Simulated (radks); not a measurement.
These are the eigenvalues of the occupied orbitals of an atom or ion with whole-number occupations (eV). Calculated with a radial shooting solver on a logarithmic mesh with Libxc functionals: scalar-relativistic Kohn-Sham, LDA (Slater exchange, Perdew-Wang correlation), spin-unpolarised, spherical densities, finite nucleus; Fermi nuclear charge, rms radius of each element as measured or else 0.836 A^(1/3) + 0.57 fm.

1s: -83069.56
2s: -14725.29
2p: -12708.18
3s: -3494.092
3p: -2911.006
3d: -2295.041
4s: -767.4970
4p: -576.1700
4d: -348.7033
5s: -118.4699
4f: -96.3396
5p: -66.7687
5d: -10.0744
6s: -7.1224

Which element is it, and in what charge state? The configuration may be excited.

Answer. Z = 80, mercury, charge 0: Hg in [Hg]. The list shows which subshells hold electrons but not how many an open one holds; the 1s level, -3052.8 hartree, gives Z - s = 78.1 by -(Z - s)^2/2, which with screening and relativity narrows Z to a few neighbours, and the depths of the outer levels then fix element, charge and occupations together.
